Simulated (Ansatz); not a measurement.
C$_{2}$H$_{7}$BFNS (SMILES CN(C)B(F)S), singlet, at a GFN2-xTB geometry, with bond 11-5 at 1.8 times its length; CASSCF(2,4)/STO-3G (Ansatz, a program for electronic structure).

Here is a job for Ansatz.
Ansatz 0.2 input:
```yaml
crystal:
  periodic: [false, false, false]
  atoms:
    - {symbol: B, position_ang: [0.28834637, 0.13480173, -0.44372883]}
    - {symbol: F, position_ang: [1.12417128, -0.32248988, -1.38416562]}
    - {symbol: N, position_ang: [-0.15477425, -0.76410764, 0.52435259]}
    - {symbol: C, position_ang: [-1.04630165, -0.49879325, 1.63124409]}
    - {symbol: C, position_ang: [0.27025422, -2.15313082, 0.50800095]}
    - {symbol: H, position_ang: [-1.93965682, -1.12512816, 1.55203856]}
    - {symbol: H, position_ang: [-0.54654371, -0.72735005, 2.57700828]}
    - {symbol: H, position_ang: [-1.35335414, 0.54448256, 1.64465197]}
    - {symbol: H, position_ang: [0.79371669, -2.39458715, 1.43679564]}
    - {symbol: H, position_ang: [-0.59983123, -2.80845254, 0.41587398]}
    - {symbol: H, position_ang: [1.46994457, -2.46825248, -1.00171739]}
    - {symbol: S, position_ang: [-0.13478245, 1.89564608, -0.59787764]}
    - {symbol: H, position_ang: [-0.95412954, 1.99759450, 0.44060171]}
basis:
  gaussian:
    orbitals: STO-3G
hamiltonian:
  xc: hf
magnetization: {spin_polarized: false}
correlation: {active_space: {window: {electrons: 2, orbitals: 4}}}
```

The log (banner, timings and long lists left out):

```
Functional definition: HF
547 factors; integrals over basis functions are off by at most 3.7e-5 eV
mean field evaluation 1: about -17632.6399 eV, gradient 2.9e1 eV
mean field evaluation 2: about -17632.9067 eV, gradient 2.9e1 eV
mean field evaluation 4: about -17636.4319 eV, gradient 2.6e0 eV
mean field evaluation 8: about -17636.4583 eV, gradient 1.3e-4 eV
mean field -17636.45830030 eV, -648.1278881154 hartree, gradient 1.2e-6 eV, S^2 0.000000; 0 other end points of the search recorded, 0 dependent functions left out
reference -17636.45830030 eV, -648.1278881154 hartree; 28, 28 occupied and 13, 13 virtual orbitals, 547 factors
state -17638.83424166 eV, -648.2152023499 hartree
Total energy: -17638.83424166 eV, -648.2152023499 hartree
```
